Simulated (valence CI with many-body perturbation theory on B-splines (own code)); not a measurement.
# In8+: calculated level list

Level of theory: valence CI with perturbative core correlation (CI+MBPT): five valence electrons over a frozen Dirac-Fock core [Kr], a basis of 7 s, 7 p, 8 d, 6 f, 4 g, 1 h functions for each j, with the one-electron correlation potential Σ1 (screened to all orders), the two-electron term Σ2, the three-electron term Σ3, Breit, model QED; selected single and double excitations, second order for the rest, scaled by the run's own slope (own B-spline code, finite nucleus).

No measured levels were compared; by estimate terms of the open shell hold to 2 to 4 % of their energy, and close levels can change places; different configurations can be misplaced against each other by 1,000 to 8,000 cm⁻¹. Among the levels kept, up to 670 cm⁻¹ of a level comes from second order outside the variational space, and about a tenth of that is noise between levels of different J, which matters for small intervals. Only levels of the ground parity were solved; by the run's estimate the other parity begins above the list, which can be wrong where configurations are misplaced.

Levels 1 to 31 of 31, with energies above the lowest level, 4d5 6S_5/2. "Leading %" is the weight of the configuration and term that name the level; weights of strongly mixed levels are sums over their largest components and can fall short, so below about 35 % the name and the second component can differ from the true leading terms, or belong to a minority configuration. In the jj column 3d3/2^4 stands for four electrons in 3d with j = 3/2.

| No. | Configuration | Term | J | E (cm⁻¹) | Leading % | Leading jj | Second component | g |
| --- | --- | --- | --- | --- | --- | --- | --- | --- |
| 1 | 4d5 | 6S | 5/2 | 0.0 | 95 | 4d3/2^2 4d5/2^3 (39 %) |  | 1.985 |
| 2 | 4d5 | 4G | 5/2 | 32010 | 66 | 4d3/2^4 4d5/2 (48 %) | 11 % 4d5 2F | 0.785 |
| 3 | 4d5 | 4G | 7/2 | 34012 | 88 | 4d3/2^3 4d5/2^2 (60 %) | 5 % 4d5 2F | 1.013 |
| 4 | 4d5 | 4G | 11/2 | 34527 | 93 | 4d3/2^3 4d5/2^2 (46 %) | 5 % 4d5 2H | 1.260 |
| 5 | 4d5 | 4G | 9/2 | 34973 | 95 | 4d3/2^2 4d5/2^3 (59 %) |  | 1.171 |
| 6 | 4d5 | 4P | 5/2 | 35946 | 35 | 4d3/2^3 4d5/2^2 (37 %) | 34 % 4d5 4D | 1.271 |
| 7 | 4d5 | 4D | 3/2 | 37144 | 48 | 4d3/2^3 4d5/2^2 (76 %) | 47 % 4d5 4P | 1.429 |
| 8 | 4d5 | 4P | 1/2 | 39650 | 59 | 4d3/2^2 4d5/2^3 (53 %) | 38 % 4d5 4D | 1.639 |
| 9 | 4d5 | 4D | 7/2 | 41696 | 87 | 4d3/2^2 4d5/2^3 (69 %) | 6 % 4d5 4G | 1.389 |
| 10 | 4d5 | 4D | 1/2 | 45347 | 61 | 4d3/2^2 4d5/2^3 (77 %) | 36 % 4d5 4P | 1.008 |
| 11 | 4d5 | 4D | 5/2 | 45612 | 48 | 4d3/2^3 4d5/2^2 (42 %) | 29 % 4d5 4P | 1.394 |
| 12 | 4d5 | 4P | 3/2 | 46912 | 48 | 4d3/2^2 4d5/2^3 (56 %) | 46 % 4d5 4D | 1.431 |
| 13 | 4d5 | 2I | 11/2 | 48924 | 85 | 4d3/2^2 4d5/2^3 (57 %) | 12 % 4d5 2H | 0.951 |
| 14 | 4d5 | 2I | 13/2 | 51331 | 99 | 4d3/2^2 4d5/2^3 (99 %) |  | 1.076 |
| 15 | 4d5 | 2F | 5/2 | 54489 | 31 | 4d3/2 4d5/2^4 (37 %) | 29 % 4d5 2D | 1.089 |
| 16 | 4d5 | 4F | 7/2 | 54862 | 41 | 4d3/2^3 4d5/2^2 (70 %) | 38 % 4d5 2F | 1.137 |
| 17 | 4d5 | 4F | 3/2 | 54970 | 48 | 4d3/2^2 4d5/2^3 (62 %) | 47 % 4d5 2D | 0.629 |
| 18 | 4d5 | 4F | 9/2 | 55289 | 47 | 4d3/2^3 4d5/2^2 (57 %) | 40 % 4d5 2G | 1.203 |
| 19 | 4d5 | 4F | 5/2 | 58847 | 62 | 4d3/2^2 4d5/2^3 (67 %) | 25 % 4d5 2F | 1.027 |
| 20 | 4d5 | 2H | 9/2 | 61547 | 52 | 4d3/2^2 4d5/2^3 (92 %) | 36 % 4d5 4F | 1.087 |
| 21 | 4d5 | 2F | 7/2 | 62181 | 34 | 4d3/2 4d5/2^4 (45 %) | 28 % 4d5 4F | 1.111 |
| 22 | 4d5 | 2D | 3/2 | 63127 | 49 | 4d3/2 4d5/2^4 (56 %) | 46 % 4d5 4F | 0.638 |
| 23 | 4d5 | 2G | 7/2 | 64622 | 50 | 4d3/2^2 4d5/2^3 (57 %) | 44 % 4d5 2F | 1.018 |
| 24 | 4d5 | 2F | 5/2 | 66270 | 71 | 4d3/2^2 4d5/2^3 (56 %) | 16 % 4d5 2D | 0.944 |
| 25 | 4d5 | 2H | 11/2 | 67514 | 82 | 4d3/2 4d5/2^4 (84 %) | 13 % 4d5 2I | 1.074 |
| 26 | 4d5 | 2G | 9/2 | 69140 | 47 | 4d3/2 4d5/2^4 (70 %) | 38 % 4d5 2H | 1.063 |
| 27 | 4d5 | 2F | 7/2 | 69273 | 71 | 4d3/2 4d5/2^4 (48 %) | 20 % 4d5 4F | 1.145 |
| 28 | 4d5 | 2F | 5/2 | 71893 | 48 | 4d5/2^5 (57 %) | 38 % 4d5 2D | 1.019 |
| 29 | 4d5 | 2S | 1/2 | 73326 | 93 | 4d3/2^3 4d5/2^2 (37 %) |  | 1.985 |
| 30 | 4d5 | 2D | 3/2 | 82404 | 96 | 4d3/2 4d5/2^4 (35 %) |  | 0.806 |
| 31 | 4d5 | 2D | 5/2 | 84869 | 86 | 4d3/2 4d5/2^4 (44 %) | 9 % 4d5 2F | 1.171 |

Names give the largest LS component (configuration and term), which can be under half, so a name can repeat, a term be missing and a line seem to break the LS rules; names also repeat where a configuration has a term twice.

Where two levels of one J and parity lie close, their mixing, g and order are uncertain.

The ionisation energy to 4d4 5D_0 of the next ion comes out as 156.7 eV (NIST: 156 ± 2.2 eV (theoretical)). All 31 levels together are meant to be complete up to 88059 cm⁻¹.
